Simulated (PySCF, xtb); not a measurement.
Be(Me)2 cation (C₂H₆Be), SMILES [CH3][Be][CH3] (connectivity only; charge and spin as stated), charge +1, multiplicity 2.

Harmonic wavenumbers (cm⁻¹) from GFN2-xTB (xtb) at its own minimum, in rising order: 21, 79, 79, 437, 437, 444, 537, 538, 844, 1035, 1238, 1318, 1318, 1332, 1332, 2943, 2958, 2958, 2962, 2963, 2965.

Question: What does r2SCAN-D4/def2-TZVP in PySCF give at its own minimum? (Estimate from the structure and the level; the computed values follow.)

Answer: 33, 100, 100, 427, 427, 443, 498, 510, 510, 945, 1135, 1360, 1360, 1368, 1368, 3016, 3020, 3159, 3159, 3164, 3164. Paired by order, the mean absolute difference is 84 cm⁻¹ and the zero-point energies are 41.1 and 41.8 kcal/mol.
